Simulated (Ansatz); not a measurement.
The cluster CdI₂, relaxed as a singlet with RKS r2SCAN-D4/def2-TZVP in Ansatz, starting from the GFN1-xTB geometry. Force threshold 0.02 eV/Å.

In the def2 sets Cd, I take a core potential; there is no spin–orbit coupling. The restricted singlet is unstable towards broken spin symmetry in Hartree–Fock (as tested in another run); at r2SCAN-D4/def2-TZVP this wasn't settled. In the singlet, I2 and I3 lie 2.81 Å apart (atoms count from 1), so these atoms are partly bonded to each other. Another isomer (singlet) lies 2.00 eV lower at PBE0-D4/def2-TZVP; other spin states weren't run for this one.

Start:

Cartesian coordinates in Å:
```
Cd -1.413 -0.369 -2.400
I 1.395 0.365 2.368
I 0.019 0.005 0.032
```

```csv
step,energy (eV),largest force component (eV/Å),SCF passes
1,-20776.3408,0.499,19
2,-20776.3628,0.066,24
3,-20776.3633,0.011,26
```

Force components are those of the run's own axes.

End:

```xyz
3

Cd   -1.4332   -0.3746   -2.4331
I     1.4236    0.3721    2.4169
I     0.0095    0.0025    0.0162
```

By distances, no bond broke or formed. The bond that changes most is I2–I3, from 2.73 to 2.81 Å (atoms count from 1).

No frequencies were taken in this run, so the end may be a saddle point.

Run time 3.8 s (4 threads of Intel Xeon on a shared host).
